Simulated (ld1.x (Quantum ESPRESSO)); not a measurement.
## Plane-wave convergence, ultrasoft potential for zinc

zinc (Zn), ultrasoft, made with ld1.x (Quantum ESPRESSO) 7.5 (PBEsol, fully relativistic). Core [Ar], reference 3d10 4s1 4p0 (charge +1). Waves: 4s (bound): rcut 1.40, rcutus 1.65 bohr; 4s channel at 2.75 Ry: rcut 1.40, rcutus 1.65 bohr; 4p (bound, empty): rcut 2.10, rcutus 2.70 bohr; 4p channel at -0.25 Ry: rcut 2.10, rcutus 2.70 bohr; 3d (bound): rcut 0.90, rcutus 1.10 bohr; 3d channel at -1 Ry: rcut 0.90, rcutus 1.10 bohr. Local part: all-electron potential smoothed inside 1.25 bohr (lloc = -1). Core correction: a·sin(br)/r model core inside 0.75 bohr. Augmentation charge: PSQ, radius 0.80 bohr.

Open shells are filled in proportion to 2j + 1 (rel_dist='average').

The pseudo-atom Hamiltonian at the reference potential is diagonalised in spherical Bessel functions j_l(qr) that vanish at 20 bohr, with q² up to the cutoff. All-electron valence levels (Ry): 4s -1.0278, 4p1/2 -0.5728, 4p3/2 -0.5635, 3d3/2 -1.4705, 3d5/2 -1.4440.

**Question.** How do the lowest levels (Ry) of each channel move with the cutoff, and are there ghosts?

**Answer.**

```
cutoff (Ry)     s #1     s #2  p1/2 #1  p1/2 #2  p3/2 #1  p3/2 #2  d3/2 #1  d3/2 #2  d5/2 #1  d5/2 #2     f #1    f #2  Σ f·Δε (mRy)
          8  -1.0192  -0.2568  -0.5724  -0.1637  -0.5632  -0.1619  -0.1977  -0.0699  -0.1979  -0.0699  -0.0490  0.0515       12576.8
         15  -1.0271  -0.2583  -0.5728  -0.1637  -0.5635  -0.1620  -0.2089  -0.0750  -0.2088  -0.0749  -0.0490  0.0515       12459.0
         21  -1.4020  -1.0270  -0.5728  -0.1637  -0.5635  -0.1620  -0.2217  -0.0804  -0.2202  -0.0797  -0.0490  0.0515       12339.0
         30  -2.2828  -1.0277  -0.5728  -0.1637  -0.5635  -0.1620  -0.2516  -0.0913  -0.2427  -0.0882  -0.0490  0.0515       12083.7
         45  -2.6974  -1.0278  -0.5728  -0.1637  -0.5635  -0.1620  -0.7130  -0.1469  -0.6213  -0.1420  -0.0490  0.0515        7966.4
         60  -2.7503  -1.0278  -0.5728  -0.1637  -0.5635  -0.1620  -1.3550  -0.1643  -1.3212  -0.1637  -0.0490  0.0515        1199.0
         80  -2.7578  -1.0278  -0.5728  -0.1637  -0.5635  -0.1620  -1.4652  -0.1661  -1.4389  -0.1658  -0.0490  0.0515          52.1
        100  -2.7588  -1.0278  -0.5728  -0.1637  -0.5635  -0.1620  -1.4691  -0.1662  -1.4426  -0.1658  -0.0490  0.0515          14.8
        140  -2.7588  -1.0278  -0.5728  -0.1637  -0.5635  -0.1620  -1.4703  -0.1662  -1.4438  -0.1658  -0.0490  0.0515           2.4
        200  -2.7588  -1.0278  -0.5728  -0.1637  -0.5635  -0.1620  -1.4704  -0.1662  -1.4440  -0.1658  -0.0490  0.0515           0.7
        260  -2.7588  -1.0278  -0.5728  -0.1637  -0.5635  -0.1620  -1.4705  -0.1662  -1.4440  -0.1658  -0.0490  0.0515           0.2
        400  -2.7588  -1.0278  -0.5728  -0.1637  -0.5635  -0.1620  -1.4705  -0.1662  -1.4441  -0.1658  -0.0490  0.0515           0.0
```

Result: ghost state, extra bound levels that the all-electron valence spectrum of the same l lacks: s at -37.5 eV (a true bound ghost makes a file unfit for plane-wave use); 10 mRy is reached at 120 Ry and 1 mRy at 200 Ry.

Test run stopped at test 1 of 7 (negative rho).
